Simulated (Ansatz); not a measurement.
Ansatz (an electronic-structure program) input for SbBr2, SMILES [Br][Sb+][Br] (connectivity only; charge and spin as stated), charge +1, multiplicity 1, PBE0/def2-SVPD. Geometry: r2SCAN-D4/def2-SVP. The spin state was assumed, not searched. The isomer is the one that the SMILES or the coordinates give; other isomers of the formula were not compared. The def2 effective core potentials stand for the cores of Sb; spin–orbit coupling is left out.

Ansatz 0.2 input:
```yaml
crystal:
  periodic: [false, false, false]
  atoms:
    - {symbol: Sb, position_ang: [0.00000000, 0.00000000, 0.89122210]}
    - {symbol: Br, position_ang: [0.00000000, -1.89405386, -0.64931896]}
    - {symbol: Br, position_ang: [0.00000000, 1.89405386, -0.64931896]}
basis:
  gaussian:
    orbitals: def2-SVPD
hamiltonian:
  xc: {name: PBE0}
total_charge: 1
```

Log of the run:

```
WARN ansatz: RAYON_NUM_THREADS=1 ignored (pool sized by the plan → 1); use --threads N
Functional definition: PBE0
integrals: 0.08 GiB planned
1201 factors; integrals over basis functions are off by at most 2.8e-4 eV
mean field: 0.71 GiB planned
mean field evaluation 1: about -146587.5481 eV, gradient 3.1e1 eV
mean field evaluation 2: about -146573.5661 eV, gradient 7.4e1 eV
mean field evaluation 4: about -146591.0762 eV, gradient 2.7e0 eV
mean field evaluation 8: about -146591.1596 eV, gradient 1.8e-1 eV
mean field evaluation 16: about -146591.1597 eV, gradient 4.1e-5 eV
mean field -146591.15966802 eV, -5387.1257547431 hartree, gradient 1.4e-5 eV, S^2 0.000000; 0 other end points of the search recorded, 0 dependent functions left out
reference -146591.15972221 eV, -5387.1257567344 hartree; 46, 46 occupied and 68, 68 virtual orbitals, 1201 factors
Total energy: -146591.15972221 eV, -5387.1257567344 hartree
```

The run converged.

Cost: about 5 core-seconds (a rough figure).
